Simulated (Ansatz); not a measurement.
Two structures of ZnH$_{3}$SOF, singlet, reached by relaxing down either side of one saddle point (PBE0-D4/def2-TZVP). Energies are electronic, without zero-point energy. Computed with Ansatz 0.2.0 (basis: def2-TZVPP and def2-QZVPP); correlated methods freeze the cores. The 3s and 3p shells of Cu and Zn are frozen; filled d shells are correlated. Extrapolation: Hartree–Fock as exp(−7.88 √X), correlation as X^−2.97. First:

```tsv
atom	x (Å)	y (Å)	z (Å)
Zn1	0.1066	-0.4492	-0.3500
S2	0.2438	-0.4718	1.8426
O3	0.1036	-0.5822	-2.1198
H4	-1.0688	1.1341	1.0461
F5	-1.3723	1.4228	0.1968
H6	1.3725	0.2596	1.8560
H7	0.6149	-1.3132	-2.4717
```

Second:

```xyz
7
angstrom
Zn -0.4787 0.2713 -0.8893
S 0.1898 -0.4890 1.5961
O 0.3122 -0.6698 -2.1808
H -0.5943 0.5741 1.8600
F -1.4706 1.5352 -0.1242
H 1.3105 0.2519 1.6083
H 0.7312 -1.4738 -1.8701
```

**Question.** Which bonds change from the first to the second?

**Answer.** ZnH₂SO ([OH][Zn][SH]) + HF → ZnHOF ([OH][Zn][F]) + H₂S (still joined by a long Zn–S bond); bonds formed: Zn1–F5, S2–H4; bonds broken: H4–F5; bonds weakened to dative contacts: Zn1–S2.

**Question.** Give the saddle point's structure and its height above each. (To be estimated.)

**Answer.** Computed: 48.5 kJ/mol above the first and 29.0 kJ/mol above the second (CCSD(T) at an estimated basis limit (MP2 extrapolated from triple and quadruple zeta, plus CCSD(T) − MP2 in triple zeta)).
```xyz
7
angstrom
Zn -0.2337 -0.0433 -0.5982
S 0.1206 -0.3827 1.7683
O 0.1615 -0.6352 -2.2365
H -0.7395 0.7641 1.3054
F -1.2528 1.3673 0.2224
H 1.2426 0.3573 1.7806
H 0.7014 -1.4276 -2.2420
```

The T1 diagnostic stays at or below 0.017.

Labels in which every atom is bracketed show which atoms are joined, not bond orders.

For scale, one of the runs: CCSD(T)/def2-TZVPP, 210 basis functions (an equivalent command: `ansatz run in.yaml --threads 4`). Hardware: 4 CPU threads, shared host. Wall time 93 s; peak host memory 2.9 GiB.
